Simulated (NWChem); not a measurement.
# CHF2NOSi; SMILES N#CO[SiH](F)F

```xyz
7

N      0.1125    -2.9808    -0.0859
C     -0.1851    -1.8770     0.1108
O     -0.5426    -0.6680     0.3462
Si     0.0231     0.7549    -0.3463
F      1.4719     1.0535     0.2509
F     -0.9961     1.8623     0.1739
H      0.0583     0.6609    -1.8080
```
Atoms are numbered in this order, from 1.

All runs: NWChem. Pople sets run with spherical d functions. Structure relaxed at the PBE0/def2-SVP level. B3LYP is NWChem's, with the RPA form of VWN correlation. Total energies compare along this basis series because the functional is fixed.

| level | basis functions | energy (Ha) | highest occupied level (eV) | orbital gap (eV) | dipole (D) |
|---|---|---|---|---|---|
| B3LYP/STO-3G | 35 | -649.3575 | -5.37 | 9.59 | 4.11 |
| B3LYP/3-21G | 60 | -654.4207 | -8.62 | 8.81 | 3.32 |
| B3LYP/6-31G* | 90 | -657.9715 | -8.69 | 8.87 | 3.39 |
| B3LYP/6-31+G* | 114 | -657.9976 | -9.08 | 8.28 | 3.46 |
| B3LYP/6-311G** | 122 | -658.1136 | -8.95 | 8.73 | 3.38 |
| B3LYP/6-311++G** | 147 | -658.1254 | -9.14 | 8.28 | 3.42 |
